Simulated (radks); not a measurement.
Values are calculated unless marked as measured or tabulated.
How relativity changes the ionisation of the oxygen ion O3+ ([He] 2s2 2p1) to O4+ ([He] 2s2). Spin-unpolarised spherical Kohn-Sham, BLYP, point nucleus unless stated (finite: rms radius 2.6991 fm), a radial shooting solver on a logarithmic mesh with Libxc functionals. A level marked "c x" has the speed of light scaled by that factor and shares open shells by 2j + 1; other Dirac levels either fill j = l - 1/2 first or share by 2j + 1.

level,E(O3+) (hartree),E(O4+) (hartree),IE (eV),HOMO,<r> HOMO (bohr)
non-rel.,-71.20203,-68.37129,77.028,2p,0.9188
scalar-rel.,-71.25953,-68.42867,77.031,2p,0.9185
"scalar-rel., finite nucleus",-71.25951,-68.42866,77.031,2p,0.9185
"Dirac, 2j+1 shares",-71.25953,-68.42867,77.031,2p3/2,0.9188
"Dirac, low j first",-71.26108,-68.42867,77.074,2p1/2,0.9179
"Dirac, 2j+1 shares, finite nucleus",-71.25951,-68.42866,77.031,2p3/2,0.9188
"Dirac, c x 0.75",-71.30438,-68.47344,77.034,2p3/2,0.9189
"Dirac, c x 1.5",-71.22756,-68.39677,77.030,2p3/2,0.9188
"Dirac, c x 3",-71.20841,-68.37766,77.029,2p3/2,0.9188

NIST Atomic Spectra Database: 77.414 eV (measured). The relativistic part of the total energy of O3+ is -0.05748 hartree (Dirac, 2j+1 shares, finite nucleus), 0.081 % of the non-relativistic value. Spin polarisation and multiplet splitting of open shells are left out at every level.

Beside tabulated values, note that spin-unpolarised runs miss the spin-polarisation part of the exchange energy of open shells.
